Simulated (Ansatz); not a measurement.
Coupled-cluster diagnostics for [CuMe2]- (C₂H₆Cu⁻), Ansatz.

Geometry of the singlet (PBE0-D4/def2-TZVPD):

```xyz
9

Cu    0.0001    0.0001    0.0000
C     0.5795   -1.1363   -1.4921
H     1.5012   -0.7651   -1.9696
H    -0.1790   -1.2022   -2.2893
H     0.7885   -2.1714   -1.1754
C    -0.5795    1.1363    1.4921
H     0.1411    1.1342    2.3263
H    -1.5455    0.8145    1.9146
H    -0.7063    2.1899    1.1934
```

Correlated methods freeze 11 core orbitals.

Question: Estimate the CCSD(T) correlation energy, the shares of MP2 and (T), T1 and the reference's ⟨S²⟩ for: charge -1, singlet, own geometry in def2-TZVPPD; and the rough time on 4 threads of Arm Neoverse V2 on a shared host.

Answer: 
```
                           state        basis  correlation (eV)  MP2 share (%)  (T) share (%)     T1  ⟨S²⟩ (pure)  wall time
charge -1, singlet, own geometry  def2-TZVPPD           -25.721          101.5            4.6  0.024  0.00 (0.00)    8.3 min
```
Customary marks for T1 are 0.02 (closed shells), 0.045 (open shells) and about 0.05 (3d metals). T1 exceeds 0.02 in 1 of 1 rows and 0.045 in 0; the higher it lies, the less the single-reference result can be trusted.
